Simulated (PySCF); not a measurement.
# Levels of In(36+) from EOM-EA-GCCSD

Reference: closed-shell In(37+), [Ne] 3s2; one electron is added. Calculated with PySCF 2.14, two-component X2C-1e with screened spin-orbit coupling, an uncontracted even-tempered set (18 s from 2.5 bohr⁻², ratio 2.6; 13 p from 3.3 bohr⁻², ratio 2.6; 6 d from 3.3 bohr⁻², ratio 2.8; 4 f from 48 bohr⁻², ratio 2.8); frozen 1s2; the 48 highest virtual spinors dropped; of the others 56 kept and the rest restored at second order. No Breit or QED terms. Binding energies in eV.

```json
{"level": "3p1/2", "Koopmans": "2395.4", "second order": "2397.4", "EOM-CCSD": "2397.1"}
{"level": "3p3/2", "Koopmans": "2341.5", "second order": "2343.8", "EOM-CCSD": "2343.8"}
{"level": "3d3/2", "Koopmans": "2208.7", "second order": "near a pole", "EOM-CCSD": "2205.7"}
{"level": "3d5/2", "Koopmans": "2197.4", "second order": "near a pole", "EOM-CCSD": "2189.3"}
```

Electric-dipole lines between these computed levels:

```json
{"lower": "3p1/2", "upper": "3d3/2", "ΔE (eV)": "191.41", "vacuum wavelength (nm)": "6.477"}
{"lower": "3p3/2", "upper": "3d3/2", "ΔE (eV)": "138.15", "vacuum wavelength (nm)": "8.974"}
{"lower": "3p3/2", "upper": "3d5/2", "ΔE (eV)": "154.55", "vacuum wavelength (nm)": "8.022"}
```

In EOM-CCSD the overlap with the one-orbital guess is low for 3d3/2 (weight 0.80), 3d5/2 (weight 0.64). That can mean mixing with two-particle, one-hole states, where second order and EOM-CCSD lose accuracy, or only a rotation among the degenerate components of the shell; the terms of those configurations are not listed.

For comparison, the ionisation energy of In(36+) is 2373 ± 11 eV (semi-empirical (NIST evaluation); NIST Atomic Spectra Database, ionization energies).

Only part of the computed levels is shown.
